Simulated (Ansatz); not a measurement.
Molecule: trifluoro(hydroxy)silane, sum formula HSiOF₃, charge 0, multiplicity 1. 
Structure (B3LYP-D3(BJ)/def2-TZVP (Ansatz, a program for electronic structure) minimum search):
SMILES: O[Si](F)(F)F
```xyz
6

Si    -0.0003    -0.0045    -0.0066
F     -0.1567    -0.5395     1.4695
F     -0.3876     1.5248     0.0197
F     -1.0165    -0.7661    -0.9306
O      1.4752    -0.2538    -0.5959
H      2.2492     0.1203    -0.1688
```
Charge 0, spin multiplicity 1.

Basis-set convergence of Hartree-Fock and CCSD(T) correlation energies (hartree) with Ansatz. Correlated levels leave the core frozen unless marked. No spin-orbit coupling. No relativistic terms.

```csv
basis,functions,E(HF),"E(corr, CCSD(T))",rough core time
aug-cc-pV(D+d)Z,133,-663.01607,-0.93473,under 20 s
aug-cc-pV(T+d)Z,262,…,…,3 min
```

Question: Complete the blanks.

Answer: 
- aug-cc-pV(T+d)Z, E(HF): -663.15318
- aug-cc-pV(T+d)Z, E(corr, CCSD(T)): -1.16609
